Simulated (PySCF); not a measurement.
**Selenium: a sound run and one with changed settings**

Sound run: Se⁺ [Ar] 3d10 4s2 4p3, Se²⁺ [Ar] 3d10 4s2 4p2. Computed with PySCF 2.14 in cc-pVDZ-DK (5s4p2d, 27 functions), with the spin-free X2C one-electron Hamiltonian (Gaussian nucleus). In the sound run the correlated levels freeze [Ar] 3d10. The sound run starts from symmetry-adapted Hartree-Fock orbitals and uses a fine grid where one is needed.

Changed run: a valence shell is frozen. This setting is unsound on purpose.

```csv
species,method,sound run (hartree),changed run (hartree),converged
Se⁺,MP2,-2427.70305,-2427.65997,yes
Se⁺,CCSD(T),-2427.71835,-2427.66435,yes
Se²⁺,MP2,-2426.92372,-2426.88470,yes
Se²⁺,CCSD(T),-2426.94080,-2426.88648,yes
```

Ionisation energy of Se⁺:

| method | sound run (eV) | changed run (eV) |
| --- | --- | --- |
| UHF | 20.857 | 20.857 |
| MP2 | 21.207 | 21.096 |
| SCS-MP2 | 21.084 | 20.937 |
| CCSD | 21.156 | 21.167 |
| CCSD(T) | 21.158 | 21.167 |

Freezing a valence shell removes pair correlation that changes on ionisation.

For comparison, NIST gives 21.196 ± 0.01 eV between the lowest levels.
